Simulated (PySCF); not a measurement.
# Vibration and rotation of SbO

BLYP constants of SbO, ²Π (doublet), unpaired electrons π ↑ (Sb cc-pVDZ-PP with ECP28, O cc-pVDZ; scalar-relativistic core potentials (PySCF 2.14); masses 120.9038 and 15.9949 u):

| Item | Value |
| --- | --- |
| ωe | 769.4 cm⁻¹ |
| ωexe | 3.09 cm⁻¹ |
| Be | 0.33719 cm⁻¹ |
| αe | 0.00190 cm⁻¹ |
| D (centrifugal) | 2.59e-07 cm⁻¹ |
| De to Sb + O | 4.45 eV |

Task: Give the vibrational terms G(v) and spacings up to v = 6.

Result: G(v) = ωe(v+½) − ωexe(v+½)².

| v | G(v) (cm⁻¹) | G(v) − G(v−1) | Bv (cm⁻¹) |
| --- | --- | --- | --- |
| 0 | 383.9 |  | 0.3362 |
| 1 | 1147.1 | 763.2 | 0.3343 |
| 2 | 1904.2 | 757.0 | 0.3324 |
| 3 | 2655.0 | 750.9 | 0.3305 |
| 4 | 3399.7 | 744.7 | 0.3286 |
| 5 | 4138.2 | 738.5 | 0.3267 |
| 6 | 4870.5 | 732.3 | 0.3248 |

Task: How well does the Morse estimate ωe²/(4ωexe) reproduce De, and what is D0?

Result: It gives 5.94 eV, 133 % of the computed De. D0 = De − G(0) = 4.45 − 0.05 = 4.40 eV.

These are scalar-relativistic numbers at best; spin–orbit coupling would shift them, the dissociation energy most. The state was picked by a PBE0 search and need not be the measured ground state.
